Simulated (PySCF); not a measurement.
## Heteronuclear NMR

Geometry (Å), atoms numbered from 1 in this order:
```xyz
21

O     0.6384   -1.5724    0.4700
C     0.9301   -0.7616   -0.3954
C     2.2894   -0.6987   -0.9666
Si    3.3612    0.3560    0.2240
Si   -0.3904    0.4854   -0.9619
N    -1.6841    0.1804    0.1160
Si   -1.6271   -1.1228    1.3275
Si   -3.1260    1.1513    0.0030
H     2.7391   -1.6907   -1.0190
H     2.2765   -0.2463   -1.9552
H     4.7150    0.3754   -0.3382
H     2.8261    1.7163    0.2793
H     3.3686   -0.2634    1.5459
H    -0.6934    0.1941   -2.3714
H     0.1703    1.8390   -0.8494
H    -2.9524   -0.9700    1.9683
H    -0.6719   -0.7973    2.3813
H    -1.6750   -2.4275    0.6797
H    -2.8988    2.1045   -1.0854
H    -3.3330    1.8654    1.2631
H    -4.2714    0.2999   -0.3161
```

- GIAO PBE0/pcSseg-1 shieldings
- GFN2-xTB geometry
- run in PySCF 2.14.0 with density-fitted response routines
- isolated molecule, a single conformation, one averaged value for each set of equivalent atoms, non-relativistic Hamiltonian

Task: Where does ²⁹Si resonate?

Result: 
```json
{"atoms": "Si7/Si8", "environment": "silicon bonded to N, 3 H", "σ (ppm)": "404.3", "δ (ppm)": "-52.3"}
{"atoms": "Si5", "environment": "silicon bonded to C, N, 2 H", "σ (ppm)": "407.7", "δ (ppm)": "-55.1"}
{"atoms": "Si4", "environment": "silicon bonded to C, 3 H", "σ (ppm)": "415.0", "δ (ppm)": "-61.1"}
```

Shieldings were converted by a linear fit to measured shifts: ²⁹Si (scatter 8.9 ppm rms, 25.8 ppm with the 6 outliers that the fit left out vs TMS, solution or neat liquid). Occasional misses reach two or three times the rms, and more in compound classes unlike the fitted ones.

On a 600 MHz spectrometer ²⁹Si resonates near 119.2 MHz, so 1 ppm is 119.2 Hz.

Task: Predict the ¹⁵N NMR data.

Result: 
```tsv
atoms	environment	σ (ppm)	δ (ppm)
N6	nitrogen bonded to 3 Si	292.3	-417.4
```

Shieldings were converted by a linear fit to measured shifts: ¹⁵N (scatter 6.3 ppm rms vs CH3NO2, solution or neat liquid). Occasional misses reach two or three times the rms, and more in compound classes unlike the fitted ones.

On a 400 MHz spectrometer ¹⁵N resonates near 40.5 MHz, so 1 ppm is 40.5 Hz.

Task: Predict the ¹⁷O NMR data.

Result: 
```tsv
atoms	environment	σ (ppm)	δ (ppm)
O1	carbonyl oxygen	-425.0	653.9
```

Shieldings were converted by a linear fit to measured shifts: ¹⁷O: δ = 266.70 − 0.911σ (rms 10.7 ppm, 155 shifts, 12.2 ppm with the 3 outliers that the fit left out vs liquid water, solution or neat liquid). A few per cent of atoms miss by over 2 rms, more outside the fitted compound classes.

On a 600 MHz spectrometer ¹⁷O resonates near 81.3 MHz, so 1 ppm is 81.3 Hz.
